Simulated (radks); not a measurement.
Q: All-electron calculation, non-relativistic Kohn-Sham, exchange-only LDA, spin-polarised, spherical densities, point nucleus; open shells are filled with parallel spins first. Program: a radial shooting solver on a logarithmic mesh with Libxc functionals. Response by self-consistent Sternheimer equations with the Hartree and adiabatic exchange-only LDA kernel. For heavy and open-shell atoms this level of theory can miss by tens of per cent. Rank Sc2+, Mn6+, V4+, Ti3+, Co8+, Cr5+, Ca+, Fe7+, K (NIST ground configurations) by static dipole polarisability, largest first.

A: K 297.4, Ca+ 73.57, Sc2+ 5.535, Ti3+ 2.386, V4+ 1.468, Cr5+ 1.017, Mn6+ 0.7477, Fe7+ 0.5711, Co8+ 0.4484 bohr^3.
